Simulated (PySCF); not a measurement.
BI3, SMILES I[B-](I)I, charge -1, multiplicity 2. Geometry optimised at PBE-D3(BJ)/def2-SVPD. The def2 effective core potentials stand for the cores of I; spin–orbit coupling is left out.

Computed equilibrium geometry at PBE-D3(BJ)/def2-SVPD (PySCF confirms it by a frequency run) as bond lengths and angles, and its point group:
point group C3v.
Atoms: B1 I2 I3 I4. Bonds (Å): B1–I2 2.250, B1–I3 2.250, B1–I4 2.250. Bond angles (°): I2–B1–I3 113.6, I2–B1–I4 113.6, I3–B1–I4 113.6.
Charge -1, spin multiplicity 2.
